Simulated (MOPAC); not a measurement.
Input for MOPAC: PM6 on BH3OS (SMILES OBS), a point of a torsion scan.

```
PM6 1SCF PRECISE CHARGE=0 THREADS=1
BH3OS

O     -1.17553710 1    -0.66449609 1     0.00203267 1
B     -0.17897394 1     0.20857942 1     0.04718227 1
S      1.45805281 1    -0.41389257 1     0.58184033 1
H     -2.05553702 1    -0.36876368 1    -0.23073310 1
H     -0.31795051 1     1.37319178 1    -0.06138519 1
H      1.58631186 1    -1.32354926 1    -0.37349609 1
```

Program output:

```
*******************************************************************************
 **                                                                           **
 **                              MOPAC v23.2.5                                **
 **                                                                           **
 *******************************************************************************
 ** MOPAC's Digital Object Identifier: https://doi.org/10.5281/zenodo.6511958 **
 **                                                                           **
 ** Please cite the open-source release paper for use of this MOPAC version:  **
 ** J. E. Moussa and J. J. P. Stewart (2026)                                  **
 ** MOPAC: An open-source semiempirical molecular orbital program             **
 ** J. Open Source Softw., 11(119), 8025, https://doi.org/10.21105/joss.08025 **
 *******************************************************************************

                              PM6 CALCULATION RESULTS

 *******************************************************************************
 *  PM6        - The PM6 Hamiltonian to be used
 *
 *
 *
 *                 CHARGE ON SYSTEM = 0
 *
 *
 *
 *  PRECISE    - TIGHTER CRITERIA TO BE USED
 *  1SCF       - DO 1 SCF AND THEN STOP
 *  THREADS=1  - MULTI-THREADING NOT USED
 *  T=         - A TIME OF 172800.0 SECONDS REQUESTED
 *  DUMP=N     - RESTART FILE WRITTEN EVERY 7200.0 SECONDS REQUESTED
 *******************************************************************************
PM6 1SCF PRECISE CHARGE=0 THREADS=1
 BH3OS

   ATOM   CHEMICAL          X               Y               Z
  NUMBER   SYMBOL      (ANGSTROMS)     (ANGSTROMS)     (ANGSTROMS)

     1       O         -1.17553710  *  -0.66449609  *   0.00203267  *
     2       B         -0.17897394  *   0.20857942  *   0.04718227  *
     3       S          1.45805281  *  -0.41389257  *   0.58184033  *
     4       H         -2.05553702  *  -0.36876368  *  -0.23073310  *
     5       H         -0.31795051  *   1.37319178  *  -0.06138519  *
     6       H          1.58631186  *  -1.32354926  *  -0.37349609  *



          CARTESIAN COORDINATES

    NO.       ATOM           X           Y           Z

     1         O         -1.1755     -0.6645      0.0020
     2         B         -0.1790      0.2086      0.0472
     3         S          1.4581     -0.4139      0.5818
     4         H         -2.0555     -0.3688     -0.2307
     5         H         -0.3180      1.3732     -0.0614
     6         H          1.5863     -1.3235     -0.3735

 General Reference for PM6:
 "Optimization of Parameters for Semiempirical Methods V: Modification of NDDO Approximations
 and Application to 70 Elements", J. J. P. Stewart, J. Mol. Mod., 13, 1173-1213 (2007)
 URL: https://link.springer.com/article/10.1007/s00894-007-0233-4

           Empirical Formula: H3 O B S  =     6 atoms



      MOLECULAR POINT GROUP   :   C1


      RHF CALCULATION, NO. OF DOUBLY OCCUPIED LEVELS = 9


 -------------------------------------------------------------------------------
 PM6 1SCF PRECISE CHARGE=0 THREADS=1
 BH3OS



     1SCF WAS SPECIFIED, SO BFGS WAS NOT USED
     SCF FIELD WAS ACHIEVED


                              PM6 CALCULATION
                                                       MOPAC v23.2.5 Linux




          FINAL HEAT OF FORMATION =        -80.38863 KCAL/MOL =    -336.34605 KJ/MOL


          COSMO AREA              =         92.18 SQUARE ANGSTROMS
          COSMO VOLUME            =         75.53 CUBIC ANGSTROMS

          IONIZATION POTENTIAL    =          9.113292 EV
          HOMO LUMO ENERGIES (EV) =         -9.113 -0.021
          NO. OF FILLED LEVELS    =          9
          MOLECULAR WEIGHT        =         61.8931         POINT GROUP:  C1

          MOLECULAR DIMENSIONS (Angstroms)

            Atom       Atom       Distance
            H     6    H     4     3.76763
            H     5    O     1     2.18916
            H     4    S     3     0.96089


          SCF CALCULATIONS        =          1





   ATOM   CHEMICAL          X               Y               Z
  NUMBER   SYMBOL      (ANGSTROMS)     (ANGSTROMS)     (ANGSTROMS)

     1       O         -1.17553710  *  -0.66449609  *   0.00203267  *
     2       B         -0.17897394  *   0.20857942  *   0.04718227  *
     3       S          1.45805281  *  -0.41389257  *   0.58184033  *
     4       H         -2.05553702  *  -0.36876368  *  -0.23073310  *
     5       H         -0.31795051  *   1.37319178  *  -0.06138519  *
     6       H          1.58631186  *  -1.32354926  *  -0.37349609  *

                             CARTESIAN COORDINATES

   1    O       -1.175537100    -0.664496090     0.002032670
   2    B       -0.178973940     0.208579420     0.047182270
   3    S        1.458052810    -0.413892570     0.581840330
   4    H       -2.055537020    -0.368763680    -0.230733100
   5    H       -0.317950510     1.373191780    -0.061385190
   6    H        1.586311860    -1.323549260    -0.373496090


           Empirical Formula: H3 O B S  =     6 atoms



      MOLECULAR POINT GROUP   :   C1


                  EIGENVALUES
 -31.41722 -29.56836 -20.61895 -16.83631 -14.58220 -13.93253 -12.18486 -10.47007
  -9.11329  -0.02144   0.49603   1.11392   2.10089   2.35225   2.40610   2.52167
   3.19816   3.92367   4.06559   5.54735


              NET ATOMIC CHARGES AND DIPOLE CONTRIBUTIONS

  ATOM NO.   TYPE          CHARGE      No. of ELECS.   s-Pop       p-Pop       d-Pop
    1          O          -0.479788        6.4798     1.68756     4.79222
    2          B           0.259041        2.7410     1.03785     1.70310
    3          S          -0.378358        6.3784     1.91762     4.34021     0.12052
    4          H           0.342414        0.6576     0.65759
    5          H           0.060285        0.9397     0.93971
    6          H           0.196404        0.8036     0.80360
 DIPOLE           X         Y         Z       TOTAL
 POINT-CHG.    -2.140     1.086    -1.753     2.971
 HYBRID        -0.248    -0.531     0.214     0.624
 SUM           -2.387     0.554    -1.539     2.894


          ATOMIC ORBITAL ELECTRON POPULATIONS

     Atom    s        px        py        pz      x^2-y^2     xz        z^2       yz        xy
    1  O   1.68756   1.34073   1.70495   1.74654
    2  B   1.03785   0.61915   0.77371   0.31025
    3  S   1.91762   1.37200   1.47622   1.49199   0.02959   0.01383   0.01198   0.05666   0.00846
    4  H   0.65759
    5  H   0.93971
    6  H   0.80360

 **********************
 *                    *
 * JOB ENDED NORMALLY *
 *                    *
 **********************




 == MOPAC DONE ==
```

The run finished.

Cost: roughly 0.06 core-seconds.
